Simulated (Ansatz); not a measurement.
Stepwise reaction of hafnium tetrachloride with hydrogen sulfide, as a gas-phase model of exchange steps in deposition or etching. ΔE in kJ/mol; ΔG adds harmonic PBE0-D4 terms to CCSD(T)/CBS, at 1 bar.

Isolated molecules relaxed with PBE0-D4/def2-TZVP in Ansatz; ΔE leaves out vibrations. CCSD(T)/CBS is the MP2 limit (def2-TZVPP, def2-QZVPP) plus CCSD(T) − MP2 in def2-TZVPP, frozen cores. This one scheme is used for every species. DFT in def2-TZVPP. B3LYP here is the variant with VWN-RPA as its local correlation; programs differ in this. Elements past krypton have def2 core potentials. For Hf outer-core shells are correlated without core-valence functions, which leaves a few kJ/mol of doubt a bond. One conformer a species, not always the lowest.

| step | reaction | PBE-D4 | B3LYP-D4 | ωB97M-V | CCSD(T)/CBS | ΔG(500 K) |
| --- | --- | --- | --- | --- | --- | --- |
| 1 | `[Cl][Hf]([Cl])([Cl])[Cl]` + H₂S → `[SH][Hf]([Cl])([Cl])[Cl]` + HCl | 63.0 | 68.8 | 69.7 | 66.8 | 54.2 |
| 2 | `[SH][Hf]([Cl])([Cl])[Cl]` + H₂S → `[SH][Hf]([SH])([Cl])[Cl]` + HCl | 61.3 | 67.6 | 68.5 | 65.3 | 66.4 |
| 3 | `[SH][Hf]([SH])([Cl])[Cl]` + H₂S → `[SH][Hf]([SH])([SH])[Cl]` + HCl | 62.5 | 69.4 | 69.7 | 66.4 | 68.6 |
| 4 | `[SH][Hf]([SH])([SH])[Cl]` + H₂S → `[SH][Hf]([SH])([SH])[SH]` + HCl | 65.0 | 71.0 | 71.6 | 68.4 | 68.6 |

Task: By hand: ΔE of the 4 steps together at CCSD(T)/CBS.

Result: (66.8) + (65.3) + (66.4) + (68.4) = 266.9 kJ/mol, or 66.7 kJ/mol a step.

In ΔE the steps differ by no more than 3.1 kJ/mol. All are uphill at CCSD(T)/CBS. ΔG lies between 54.2 and 68.6 kJ/mol a step. PBE-D4 differs from CCSD(T)/CBS by -4.0 to -3.4 kJ/mol a step. Isolated molecules leave out the surface, adducts and barriers. Largest T1 diagnostic: 0.017.
